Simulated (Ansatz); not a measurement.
Ansatz (a first-principles code) input file for C3H7O, SMILES CC(C)[O], multiplicity 2, PBE/def2-TZVPD. Geometry: PBE-D3(BJ)/def2-SVP. The isomer is the one that the SMILES or the coordinates give; other isomers of the formula were not compared.

Ansatz 0.2 input:
```yaml
crystal:
  periodic: [false, false, false]
  atoms:
    - {symbol: C, position_ang: [0.07267438, -0.63256367, -1.29161436]}
    - {symbol: C, position_ang: [-0.27123659, 0.13861580, 0.00000001]}
    - {symbol: C, position_ang: [0.07267438, -0.63256369, 1.29161434]}
    - {symbol: O, position_ang: [0.14128251, 1.42688383, 0.00000002]}
    - {symbol: H, position_ang: [1.16819436, -0.80101859, -1.33857892]}
    - {symbol: H, position_ang: [-0.43045436, -1.61945791, -1.32530733]}
    - {symbol: H, position_ang: [-0.22386899, -0.04190552, -2.17944229]}
    - {symbol: H, position_ang: [-1.40267512, 0.26876285, 0.00000001]}
    - {symbol: H, position_ang: [1.16819437, -0.80101862, 1.33857889]}
    - {symbol: H, position_ang: [-0.43045435, -1.61945793, 1.32530731]}
    - {symbol: H, position_ang: [-0.22386898, -0.04190555, 2.17944228]}
basis:
  gaussian:
    orbitals: def2-TZVPD
hamiltonian:
  xc: {name: PBE}
magnetization: {spin_polarized: true, initial_magnetization: 1}
```

Output:

```
WARN ansatz: RAYON_NUM_THREADS=2 ignored (pool sized by the plan → 2); use --threads N
Functional definition: PBE
integrals: 0.10 GiB planned
1063 factors; their error is unknown
mean field: 1.17 GiB planned
mean field evaluation 1: about -5253.2807 eV, gradient 5.2e1 eV
mean field evaluation 2: about -5230.7461 eV, gradient 7.9e1 eV
mean field evaluation 4: about -5265.2857 eV, gradient 1.2e1 eV
mean field evaluation 8: about -5265.8232 eV, gradient 3.2e-1 eV
mean field evaluation 16: about -5265.7773 eV, gradient 3.1e-4 eV
mean field evaluation 32: about -5265.4847 eV, gradient 1.5e-3 eV
mean field -5265.77729064 eV, -193.5137461589 hartree, gradient 6.6e-6 eV, S^2 0.752964; 4 other end points of the search recorded, 0 dependent functions left out
reference -5265.77734403 eV, -193.5137481211 hartree; 17, 16 occupied and 197, 198 virtual orbitals, 1063 factors
Total energy: -5265.77734403 eV, -193.5137481211 hartree
```

The run converged.

Cost: about 16 core-seconds (a rough figure).
